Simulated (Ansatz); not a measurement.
Molecule: dichloro-bis(ethenyl)silane, C₄H₆Cl₂Si, net charge 0, singlet state. 
Structure (B3LYP-D3(BJ)/def2-TZVP (Ansatz, a first-principles code) minimum search):
SMILES: C=C[Si](Cl)(Cl)C=C
```xyz
13

C      2.2342    -1.5473     0.2595
C      1.7331    -0.4035    -0.2015
Si    -0.0326     0.1063     0.0022
Cl    -0.2512     1.1986     1.7431
Cl    -0.5048     1.3705    -1.5631
C     -1.2415    -1.2909     0.0629
C     -1.0421    -2.4738    -0.5141
H      1.6238    -2.2739     0.7834
H      3.2810    -1.8040     0.1386
H      2.3949     0.2904    -0.7126
H     -2.1763    -1.1151     0.5884
H     -1.7848    -3.2632    -0.4734
H     -0.1325    -2.7034    -1.0568
```

Property: vertical triplet-singlet gap (E(triplet) - E(singlet); each state is the SCF solution reached for its spin), in eV. Cores are frozen in the correlated levels unless marked. UHF or UKS for open shells. Spin-orbit coupling is left out. No relativistic terms. CBS(X,Y): correlation extrapolated as X^-3; Hartree-Fock from the larger set.

| level | program | vertical triplet-singlet gap (eV) |
|---|---|---|
| HF/aug-cc-pV(T+d)Z | Ansatz | 3.21 |
| HF/aug-cc-pV(Q+d)Z | Ansatz | 3.21 |
| PBE/def2-TZVPD | Ansatz | 4.21 |
| r2SCAN/def2-TZVPD | Ansatz | 3.94 |
| B3LYP/def2-TZVPD | Ansatz | 4.21 |
| BHLYP/def2-TZVPD | Ansatz | 4.00 |
| CAM-B3LYP/def2-TZVPD | Ansatz | 4.17 |
| wB97M-V/def2-TZVPD | Ansatz | 4.36 |
| B2PLYP/def2-TZVPD | Ansatz | 4.31 |
| MP2/aug-cc-pV(D+d)Z | Ansatz | 4.52 |
| RI-MP2/aug-cc-pV(T+d)Z | Ansatz | 4.53 |
| RI-MP2/aug-cc-pV(Q+d)Z | Ansatz | 4.55 |
| RI-MP2/CBS(aug-cc-pV(T+d)Z,aug-cc-pV(Q+d)Z) | Ansatz | 4.56 |
| CCSD/aug-cc-pV(D+d)Z | Ansatz | 4.26 |
